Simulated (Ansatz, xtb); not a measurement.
**AlH6PSn: where a starting geometry ends**

The starting geometry of this gas-phase singlet was built from a drawn formula by distance geometry and a force field; its bonds are those of `[AlH2][SnH2][PH2]`.

```xyz
9

Al   -1.4755   -0.2239    0.9619
P     2.6572   -0.9108    0.6007
Sn    0.8866    0.7867    0.1774
H    -2.6374   -0.4174   -0.1376
H    -1.6645   -0.6858    2.4412
H     0.8270    1.1235   -1.5557
H     1.1747    2.2358    1.0519
H     3.7448    0.0814    0.4373
H     2.6291   -0.7373    2.0804
```

Q: Where would you expect an optimisation with r2SCAN-D4/def2-SVP to take it?

A: It keeps its bonds, and is `[AlH2][SnH2][PH2]`.

The energy falls by 0.13 eV over 5 steps:

```json
{"step": "1", "E − E(last) (eV)": "0.134"}
{"step": "2", "E − E(last) (eV)": "0.077"}
{"step": "3", "E − E(last) (eV)": "0.005"}
{"step": "4", "E − E(last) (eV)": "0.000"}
{"step": "5", "E − E(last) (eV)": "0.000"}
```

Final geometry (Å):

```xyz
9

Al   -1.4859   -0.2454    0.9424
P     2.6770   -0.8999    0.5914
Sn    0.8268    0.8070    0.1750
H    -2.6745   -0.4644   -0.0915
H    -1.6720   -0.6927    2.4582
H     0.9223    1.1517   -1.5067
H     1.2375    2.2676    0.9933
H     3.7178    0.0756    0.4833
H     2.5930   -0.7473    2.0121
```

From the same start GFN2-xTB ends elsewhere, differing in Al1–H6 (1.72 against 3.71 Å here), Al1–H7 (1.73 against 3.71 Å here), Sn3–H6 (2.31 against 1.72 Å here), Sn3–H7 (2.30 against 1.72 Å here).

No frequencies were run, so the end isn't proven a minimum. Atoms past krypton carry core potentials, without spin–orbit terms. Run with Ansatz 0.2.0, 7.2 s on 2 threads of Intel(R) Xeon(R) 6975P-C (Granite Rapids), on a shared host.
